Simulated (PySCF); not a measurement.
NMR data simulated for an unnamed compound:

1H NMR (600 MHz, computed): δ 6.60 (m, 1H), 6.45 (m, 1H), 6.28 (m, 1H), 5.23 (d, 2H), 5.18 (m, 1H), 5.08 (m, 1H), 4.91 (m, 2H), 2.69 (m, 2H).

13C{1H} NMR (computed): δ 146.5 (C), 144.4 (CH), 144.2 (CH2), 108.7 (CH2), 98.7 (C), 85.2 (C), 84.8 (CH2), 25.1 (CH2).

- GFN2-xTB geometry
- shielding tensors at PBE0/pcSseg-1 (GIAO)
- program: PySCF 2.14.0 with density-fitted response routines
- equivalent nuclei averaged, one computed conformer, relativity neglected, gas phase

References, each an isolated molecule treated in the same way: 1H and 13C against TMS.

**Question.** Which of these does the molecule contain: a vinyl group CH=CH2, an OH group, a tert-butyl group, a Si–H bond, an ester, a C≡C triple bond?

**Answer.** 
- A vinyl group CH=CH2: yes (δC 144.2, 144.4; δH 6.45 (m), 6.60 (m), 6.28 (m)).
- An OH group: no.
- A tert-butyl group: no.
- A Si–H bond: yes (δH 5.23 (d)).
- An ester: no.
- A C≡C triple bond: yes (δC 85.2, 98.7).

The data belong to `InChI=1S/C8H11FOSi/c1-3-11-10-8(2)6-4-5-7-9/h3H,1-2,5,7,11H2`; they needn't prove each group on their own.

Carbon signals by region: 4 in the sp2 and nitrile region (100–160 ppm), 3 at 50–100 ppm, 1 below 50 ppm.

Splittings by 19F in the carbon and heteronuclear signals aren't shown, as no couplings were computed. Shifts are as computed. Against solution values, carbons near 30 ppm lie about +3 ppm off and those near 130 ppm about +5 ppm. Of 1211 compounds with measured shifts, 218 miss one by over three times the rms of a fit or turn the order of signals round; such compounds aren't used in these exercises. Multiplicities follow the n + 1 count of equivalent neighbours, as no J values were calculated; m marks all less simple cases, F and P coupling included.
